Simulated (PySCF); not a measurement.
Atom-mapped SMILES (the numbers label the heavy atoms): `[NH2:1][C:2](=[O:3])[SiH2:4][SiH3:5]`; H(Xn) means a hydrogen on atom n.

Gas phase, fast rotation and ring inversion assumed for equivalent nuclei, single conformer, no relativistic terms. PBE0/pcSseg-1 with gauge-including orbitals; geometry: PBE0-D3(BJ)/def2-SVP; PySCF 2.14.

Scale: TMS for ¹³C (σref 184.41), ¹H (σref 31.27), ²⁹Si (σref 351.99); ¹⁵N (σref 265.67) against NH3; ¹⁷O (σref 334.56) vs H2O (reference shieldings calculated alike).

```json
{"atoms": "Si5", "nucleus": "²⁹Si", "count": "1", "δ (ppm)": "?"}
{"atoms": "H(Si5)", "nucleus": "¹H", "count": "3", "δ (ppm)": "?"}
{"atoms": "O3", "nucleus": "¹⁷O", "count": "1", "δ (ppm)": "504.0"}
{"atoms": "H(Si4)", "nucleus": "¹H", "count": "2", "δ (ppm)": "4.14"}
{"atoms": "C2", "nucleus": "¹³C", "count": "1", "δ (ppm)": "179.9"}
{"atoms": "N1", "nucleus": "¹⁵N", "count": "1", "δ (ppm)": "136.1"}
{"atoms": "H(N1)", "nucleus": "¹H", "count": "2", "δ (ppm)": "5.08"}
{"atoms": "Si4", "nucleus": "²⁹Si", "count": "1", "δ (ppm)": "-84.1"}
```

Task: Complete the table.

Result: 
- H(Si5): 3.61 ppm, hydrogen on a silicon bonded to Si
- Si5: -104.8 ppm, silicon bonded to Si, 3 H

OH and NH positions are those of a molecule without intermolecular hydrogen bonds; in solution they move with solvent, concentration and temperature, and exchange usually removes their couplings. Shifts are as computed. Against solution values, carbons near 30 ppm lie about +2 ppm off and those near 130 ppm about +5 ppm. Of 1211 compounds with measured shifts, 218 miss one by over three times the rms of a fit or turn the order of signals round; such compounds aren't used in these exercises. Hydrogen bonding in solution shields acid and N–H amide carbonyl oxygens by tens of ppm. The C=O carbon of an acid or of an amide with N–H lies up to 10 ppm further downfield in solution, through hydrogen bonding that the calculation lacks. Unscaled 17O shifts of doubly bonded oxygen tend to come out too high, by tens of ppm or more. Experimental scales use liquid or dissolved standards, which lie at an offset from isolated NH3 (liquid NH3: subtract about 20 ppm) and H2O (liquid H2O: subtract about 36 ppm).
